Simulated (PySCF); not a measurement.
**CsSr: frontier orbitals**

PBE0 at R = 4.905 Å; Cs x2c-TZVPall, Sr x2c-TZVPall; spin-free X2C with a Gaussian nucleus (PySCF 2.14). State: ²Σ⁺ (doublet), unpaired electrons σ ↑. Only the outer orbitals are listed, counted within each symmetry.

```tsv
spin	orbital	occ.	ε (eV)	on Cs (%)	main shells (%)
α	9π	1	-24.60	0	100 Sr p
α	9π	1	-24.60	0	100 Sr p
α	18σ	1	-24.56	0	100 Sr p
α	10π	1	-15.03	100	100 Cs p
α	10π	1	-15.03	100	100 Cs p
α	19σ	1	-14.99	100	100 Cs p
α	20σ	1	-4.11	14	86 Sr s, 10 Cs s
α	21σ	1	-2.61	68	67 Cs s, 21 Sr p, 8 Sr s
α	11π	0	-1.00	35	62 Sr p, 24 Cs p, 10 Cs d
α	11π	0	-1.00	35	62 Sr p, 24 Cs p, 10 Cs d
α	22σ	0	-0.97	55	43 Sr p, 38 Cs p, 14 Cs s
β	9π	1	-24.58	0	100 Sr p
β	9π	1	-24.58	0	100 Sr p
β	18σ	1	-24.52	0	100 Sr p
β	10π	1	-14.97	100	100 Cs p
β	10π	1	-14.97	100	100 Cs p
β	19σ	1	-14.92	100	100 Cs p
β	20σ	1	-3.90	4	94 Sr s
β	21σ	0	-1.35	58	57 Cs s, 33 Sr p
β	11π	0	-0.91	21	70 Sr p, 12 Cs p, 10 Cs d
β	11π	0	-0.91	21	70 Sr p, 12 Cs p, 10 Cs d
```

Question: Which are the highest filled and the lowest empty level, where do they sit, and how wide is the gap?

Answer: Highest filled α 21σ at -2.61 eV (in %: 67 Cs s, 21 Sr p, 8 Sr s); lowest empty β 21σ at -1.35 eV (in %: 57 Cs s, 33 Sr p); the gap at PBE0 is 1.26 eV.

```
bond order (Mayer)                               : 0.49
⟨S²⟩                                             : 0.760
charge on Cs (Mulliken, basis-dependent)         : 0.14
charge on Cs (Löwdin, basis-dependent)           : -0.07
dipole moment (positive dipole means Cs(−)Sr(+)) : -2.73 D
polarisability along the bond                    : 1205.0 bohr³
polarisability across the bond                   : 498.6 bohr³
```

Spin–orbit coupling is left out. The state was picked by a PBE0 search and need not be the measured ground state.
